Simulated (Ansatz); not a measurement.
Steps of a relaxation of C₂H₃AlO₂ (`C#[C][Al]([OH])[OH]`) with RKS PBE-D4/def2-SVP.

```sh
$ ansatz run in.yaml --threads 2 --pin off --events-out ev --progress --plain --max-ram 4352MiB
```

```yaml
crystal:
  periodic: [false, false, false]
  atoms:
    - {symbol: C, position_ang: [-0.672600, 1.834500, 1.460500]}
    - {symbol: C, position_ang: [-0.452400, 1.004900, 0.661400]}
    - {symbol: Al, position_ang: [-0.042900, -0.394100, -0.617400]}
    - {symbol: O, position_ang: [1.449900, -0.155600, -1.786900]}
    - {symbol: O, position_ang: [-0.970400, -1.964500, -0.628900]}
    - {symbol: H, position_ang: [-0.960400, 2.660700, 2.137900]}
    - {symbol: H, position_ang: [2.195200, -0.514000, -1.300000]}
    - {symbol: H, position_ang: [-0.454200, -2.528900, 0.017700]}
basis:
  gaussian: {orbitals: def2-SVP}
hamiltonian: {xc: pbe, dispersion: d4}
relax: {f_tol: 0.03, max_steps: 200}
```

Positions (Å) and forces (eV/Å) along the path, 9 of 9 steps:

```xyz
8
step=1 energy=-12796.4432 eV
C    -0.673    1.835    1.460   -1.724    5.562    4.926
C    -0.452    1.005    0.661    1.411   -5.277   -5.005
Al   -0.043   -0.394   -0.617    1.262   -0.672   -1.328
O     1.450   -0.156   -1.787   -3.071   -0.084    1.449
O    -0.970   -1.964   -0.629    1.664    1.164    0.783
H    -0.960    2.661    2.138    0.347   -0.703   -0.403
H     2.195   -0.514   -1.300    0.861   -0.283    0.287
H    -0.454   -2.529    0.018   -0.750    0.292   -0.708
8
step=2 energy=-12796.9929 eV
C    -0.688    1.870    1.471   -0.152    0.047   -0.196
C    -0.422    0.978    0.659    0.097   -0.103    0.079
Al    0.045   -0.435   -0.548    0.303   -0.263   -1.358
O     1.380   -0.163   -1.751   -1.074   -0.492    1.578
O    -0.942   -1.920   -0.629    1.333    0.510    0.796
H    -0.986    2.689    2.120    0.120   -0.141    0.004
H     2.210   -0.496   -1.348   -0.014    0.164   -0.336
H    -0.504   -2.581   -0.030   -0.611    0.278   -0.567
8
step=3 energy=-12797.1508 eV
C    -0.683    1.861    1.454    0.168   -0.929   -1.048
C    -0.429    0.973    0.617   -0.265    0.933    0.905
Al    0.019   -0.417   -0.605   -0.171   -0.247   -0.166
O     1.337   -0.197   -1.705    0.484   -0.276    0.576
O    -0.898   -1.896   -0.616    0.529    0.112    0.419
H    -0.952    2.658    2.131    0.037    0.049    0.136
H     2.198   -0.470   -1.307   -0.402    0.280   -0.501
H    -0.499   -2.569   -0.024   -0.380    0.078   -0.320
8
step=4 energy=-12797.1971 eV
C    -0.690    1.866    1.444    0.035   -0.331   -0.414
C    -0.405    0.961    0.648   -0.051    0.378    0.455
Al    0.083   -0.452   -0.529   -0.588    0.155   -0.099
O     1.320   -0.197   -1.682    1.019   -0.272    0.289
O    -0.900   -1.865   -0.591    0.394   -0.356    0.484
H    -0.978    2.678    2.100    0.034    0.000    0.063
H     2.231   -0.423   -1.380   -0.495    0.269   -0.450
H    -0.569   -2.624   -0.066   -0.348    0.156   -0.328
8
step=5 energy=-12797.3321 eV
C    -0.703    1.907    1.423    0.013   -0.023   -0.006
C    -0.418    1.010    0.626    0.045   -0.205   -0.182
Al    0.059   -0.461   -0.524   -0.043    0.113    0.121
O     1.359   -0.318   -1.641    0.101   -0.216    0.249
O    -0.938   -1.859   -0.434    0.296   -0.135    0.237
H    -0.957    2.688    2.130    0.007   -0.005   -0.039
H     2.307   -0.269   -1.426   -0.276    0.116   -0.090
H    -0.618   -2.755   -0.210   -0.143    0.355   -0.289
8
step=6 energy=-12797.4571 eV
C    -0.693    1.918    1.401    0.042   -0.025    0.005
C    -0.406    1.002    0.629    0.012    0.041    0.002
Al    0.068   -0.486   -0.470   -0.008    0.191    0.088
O     1.363   -0.450   -1.588    0.243   -0.161    0.089
O    -0.937   -1.852   -0.287    0.135   -0.475    0.053
H    -0.939    2.713    2.095   -0.012    0.000   -0.049
H     2.267   -0.131   -1.427   -0.257    0.068   -0.065
H    -0.631   -2.772   -0.409   -0.155    0.361   -0.123
8
step=7 energy=-12797.5411 eV
C    -0.662    1.949    1.394    0.055   -0.136   -0.119
C    -0.380    0.993    0.667   -0.090    0.210    0.206
Al    0.062   -0.524   -0.387    0.075   -0.164   -0.146
O     1.377   -0.569   -1.491    0.131    0.016    0.132
O    -0.914   -1.924   -0.234    0.066   -0.035    0.012
H    -0.914    2.785    2.035    0.002    0.005   -0.015
H     2.157    0.008   -1.432   -0.181   -0.015   -0.052
H    -0.633   -2.775   -0.609   -0.059    0.119   -0.018
8
step=8 energy=-12797.5603 eV
C    -0.643    1.945    1.381   -0.095    0.374    0.229
C    -0.379    0.946    0.720    0.141   -0.435   -0.400
Al    0.085   -0.566   -0.350   -0.011   -0.046    0.228
O     1.478   -0.634   -1.345   -0.104   -0.040   -0.049
O    -0.899   -1.957   -0.209   -0.009    0.014   -0.046
H    -0.881    2.824    1.962   -0.027    0.072    0.071
H     2.029    0.145   -1.502    0.114    0.096   -0.020
H    -0.698   -2.761   -0.712   -0.009   -0.033   -0.012
8
step=9 energy=-12797.5676 eV
C    -0.638    1.952    1.373    0.008   -0.020   -0.014
C    -0.366    0.952    0.706   -0.019    0.011    0.029
Al    0.092   -0.582   -0.331    0.009    0.026    0.003
O     1.454   -0.610   -1.373    0.008   -0.002   -0.006
O    -0.895   -1.971   -0.208   -0.007    0.011    0.003
H    -0.882    2.827    1.963    0.002   -0.008   -0.010
H     2.043    0.154   -1.471   -0.012   -0.016    0.000
H    -0.716   -2.778   -0.715    0.011   -0.002   -0.005
```

It took 14 s on 2 threads of an Intel Xeon Platinum 8259CL on a shared host, with 0.14 GiB of host memory at the peak.
